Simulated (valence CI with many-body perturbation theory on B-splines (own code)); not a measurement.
## Tl XXXII: calculated level list

Calculated by configuration interaction combined with many-body perturbation theory (CI+MBPT): four valence electrons over a frozen Dirac-Fock core [Kr] 4d10, radial functions for each j: 7 s, 7 p, 7 d, 7 f, 4 g, 2 h, with the one-electron correlation potential Σ1 (screened to all orders), the two-electron term Σ2, the three-electron term Σ3, Breit, model QED; selected single and double excitations, second order for the rest, scaled by the run's own slope (own B-spline code, finite nucleus).

No measured spectrum was set against this ion. As an estimate, large intervals hold to a few tenths of a per cent, small ones and those within an open d or f shell to about a per cent. Excitations out of the core, of the other parity, are not computed and may begin above about 195 eV (a cautious bound); beyond it only levels of the ground parity were kept, without lifetimes.

Levels 91 to 125 of 125, with energies above the lowest level, (4f5/2^4) J=4. "Leading %" is the weight of the configuration and term that name the level; weights of strongly mixed levels are sums over their largest components and can fall short. In the jj column 3d3/2^4 stands for four electrons in 3d with j = 3/2.

| No. | Configuration | Term | J | E (cm⁻¹) | Leading % | Second component | Leading jj | g |
| --- | --- | --- | --- | --- | --- | --- | --- | --- |
| 91 | 4f⁴ | ³D | 1 | 277350 | 80 | 15 % 4f⁴ ³P | 4f5/2 4f7/2^3 (73 %) | 0.693 |
| 92 | 4f⁴ | ³F | 2 | 283180 | 46 | 37 % 4f⁴ ³P | 4f5/2^2 4f7/2^2 (49 %) | 1.059 |
| 93 | 4f⁴ | ¹H | 5 | 285210 | 47 | 22 % 4f⁴ ³G | 4f5/2 4f7/2^3 (68 %) | 1.029 |
| 94 | 4f⁴ | ¹S | 0 | 301080 | 58 | 42 % 4f⁴ ³P | 4f5/2 4f7/2^3 (71 %) |  |
| 95 | 4f⁴ | ³P | 2 | 305880 | 66 | 13 % 4f⁴ ³F | 4f5/2 4f7/2^3 (48 %) | 1.307 |
| 96 | 4f⁴ | ³F | 4 | 308080 | 36 | 36 % 4f⁴ ³H | 4f5/2^2 4f7/2^2 (55 %) | 1.028 |
| 97 | 4f⁴ | ¹I | 6 | 309380 | 49 | 43 % 4f⁴ ³H | 4f7/2^4 (42 %) | 1.068 |
| 98 | 4f⁴ | ³F | 3 | 315640 | 78 | 12 % 4f⁴ ³D | 4f5/2 4f7/2^3 (95 %) | 1.090 |
| 99 | 4f⁴ | ³H | 4 | 317000 | 37 | 34 % 4f⁴ ³F | 4f7/2^4 (44 %) | 1.018 |
| 100 | 4f⁴ | ³F | 2 | 322640 | 35 | 28 % 4f⁴ ¹D | 4f7/2^4 (67 %) | 1.005 |
| 101 | 4f⁴ | ¹I | 6 | 328320 | 46 | 45 % 4f⁴ ³H | 4f5/2 4f7/2^3 (79 %) | 1.074 |
| 102 | 4f⁴ | ³H | 5 | 331900 | 66 | 33 % 4f⁴ ¹H | 4f5/2 4f7/2^3 (96 %) | 1.020 |
| 103 | 4f⁴ | ³P | 1 | 337170 | 94 | 5 % 4f⁴ ³D | 4f5/2 4f7/2^3 (92 %) | 1.444 |
| 104 | 4f⁴ | ¹G | 4 | 358530 | 82 | 8 % 4f⁴ ³G | 4f5/2 4f7/2^3 (53 %) | 0.999 |
| 105 | 4f⁴ | ³P | 0 | 359770 | 73 | 26 % 4f⁴ ¹S | 4f7/2^4 (61 %) |  |
| 106 | 4f⁴ | ¹D | 2 | 424030 | 94 |  | 4f5/2^2 4f7/2^2 (52 %) | 0.998 |
| 107 | 4f⁴ | ¹S | 0 | 489410 | 93 | 7 % 4f⁴ ³P | 4f5/2^2 4f7/2^2 (53 %) |  |
| 108 | 4f³5s | ⁵I° | 4 | 1536900 | 77 | 21 % 4f³5s ³H° | 4f5/2^3 5s (88 %) | 0.648 |
| 109 | 4f³5s | ⁵I° | 5 | 1546000 | 41 | 32 % 4f³5s ³I° | 4f5/2^3 5s (87 %) | 0.915 |
| 110 | 4f³5p | ⁵K | 5 | 1968300 | 51 | 36 % 4f³5p ³I | 4f5/2^3 5p1/2 (92 %) | 0.768 |
| 111 | 4f³5p | ³H | 4 | 1980600 | 44 | 31 % 4f³5p ⁵I | 4f5/2^3 5p1/2 (89 %) | 0.783 |
| 112 | 4f³5p | ⁵K | 6 | 2013800 | 53 | 17 % 4f³5p ³I | 4f5/2^2 4f7/2 5p1/2 (96 %) | 0.944 |
| 113 | 4f³5p | ³F | 2 | 2014800 | 38 | 35 % 4f³5p ⁵G | 4f5/2^3 5p1/2 (89 %) | 0.688 |
| 114 | 4f³5p | ⁵I | 5 | 2018700 | 34 | 29 % 4f³5p ³H | 4f5/2^2 4f7/2 5p1/2 (95 %) | 0.990 |
| 115 | 4f³5p | ³D | 1 | 2020200 | 42 | 21 % 4f³5p ⁵F | 4f5/2^3 5p1/2 (89 %) | 0.733 |
| 116 | 4f³5p | ⁵H | 3 | 2037300 | 35 | 26 % 4f³5p ³G | 4f5/2^3 5p1/2 (80 %) | 0.765 |
| 117 | 4f³5p | ³I | 5 | 2041900 | 24 | 13 % 4f³5p ³H | 4f5/2^2 4f7/2 5p1/2 (90 %) | 0.975 |
| 118 | 4f³5p | ³F | 2 | 2043100 | 27 | 17 % 4f³5p ⁵G | 4f5/2^3 5p1/2 (67 %) | 0.850 |
| 119 | 4f³5p | ⁵K | 7 | 2043800 | 30 | 20 % 4f³5p ³K | 4f5/2^2 4f7/2 5p1/2 (65 %) | 1.033 |
| 120 | 4f³5p | ³H | 4 | 2044500 | 26 | 16 % 4f³5p ³F | 4f5/2^2 4f7/2 5p1/2 (89 %) | 1.022 |
| 121 | 4f³5p | ⁵H | 6 | 2048600 | 33 | 20 % 4f³5p ⁵I | 4f5/2^2 4f7/2 5p1/2 (56 %) | 1.102 |
| 122 | 4f³5p | ⁵G | 3 | 2052200 | 33 | 18 % 4f³5p ⁵H | 4f5/2^2 4f7/2 5p1/2 (93 %) | 0.873 |
| 123 | 4f³5p | ⁵G | 2 | 2054300 | 25 | 14 % 4f³5p ³F | 4f5/2^2 4f7/2 5p1/2 (83 %) | 0.952 |
| 124 | 4f³5p | ⁵P | 1 | 2055000 | 43 | 12 % 4f³5p ³P | 4f5/2^2 4f7/2 5p1/2 (94 %) | 1.664 |
| 125 | 4f³5p | ³H | 4 | 2059600 | 33 | 12 % 4f³5p ⁵G | 4f5/2^2 4f7/2 5p1/2 (95 %) | 0.993 |

Where two levels of one J and parity lie close, their mixing, g and order are uncertain.
